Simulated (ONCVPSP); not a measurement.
tungsten (W): variants of one ONCV potential

Base potential:

W, optimised norm-conserving Vanderbilt (ONCV), made with ONCVPSP 4.0.1 (PW91, scalar-relativistic). Core [Kr] 4d10 4f14, reference 5s2 5p6 5d4 6s2. Waves: 5s+6s: rc 1.60 bohr, ncon 4, nbas 7, qcut 8.9 1/bohr, 2 projectors; 5p: rc 1.75 bohr, ncon 3, nbas 6, qcut 7.9 1/bohr, 1 projector; 5d: rc 2.40 bohr, ncon 4, nbas 9, qcut 7 1/bohr, 2 projectors, debl 2.2 Ha. Local part: polynomial inside 1.05 bohr (lpopt 5, dvloc0 4 Ha). Core correction: polynomial model core, fcfact 0.75.

All-electron outer shells of the reference configuration (PW91, scalar-relativistic, ld1.x):

```tsv
shell	level (eV)	outermost node (bohr)	outermost maximum (bohr)
5s	-79.14	0.53	0.96
5p	-43.26	0.57	1.09
4f	-33.27	–	0.43
6s	-5.77	1.28	2.64
5d	-4.53	0.63	1.49
```

Cutoffs, loose and tight: the cutoffs (Ha) at which the residual kinetic energy of the hardest occupied pseudo-wave falls to 1 and 0.1 mHa per electron. They do not see the model core or the augmentation charge, which bear on the density cutoff. Test errors are all-electron minus pseudo excitation energies from the reference, over the configurations 5s2 5p6 5d4 6s1; 5s2 5p6 5d4 6s0; 5s2 5p6 5d3 6s0; 5s2 5p6 5d5 6s1. A dash means not determined; rows that change the core or the reference have their own tests.

| change | outcome | cutoff, loose | cutoff, tight | bound ghosts | GHOST(+) flags above zero | largest test error (meV) |
| --- | --- | --- | --- | --- | --- | --- |
| base | generated | 26 Ha | 30 Ha | none | s | -26 |
| local potential polynomial inside 1.25 bohr (lpopt 5, dvloc0 -1 Ha) | generated | 26 Ha | 30 Ha | none | s | -26 |
| functional LDA (Perdew-Wang 92) | generated | 26 Ha | 30 Ha | none | s | -26 |
| d: ncon 5, nbas 10 | generated | 26 Ha | 30 Ha | none | s | -26 |

(1) What comes out with this change to the base: all radii but the core radius scaled by about 1.34 (s 2.14, p 2.34, d 3.20 bohr); local potential polynomial inside 1.40 bohr (lpopt 5, dvloc0 4 Ha)?

(2) What comes out with this change to the base: s: qcut 7.6?

(3) What comes out with this change to the base: s: qcut 7.4; p: qcut 6.6; d: qcut 5.8?

## Answers

(1) outcome: generated; cutoff, loose: 18 Ha; cutoff, tight: 22 Ha; bound ghosts: none; GHOST(+) flags above zero: p, d; largest test error (meV): -50.

(2) outcome: generated; cutoff, loose: 22 Ha; cutoff, tight: 25 Ha; bound ghosts: none; GHOST(+) flags above zero: s; largest test error (meV): -27.

(3) outcome: generated; cutoff, loose: 21 Ha; cutoff, tight: 25 Ha; bound ghosts: none; GHOST(+) flags above zero: s; largest test error (meV): -26.
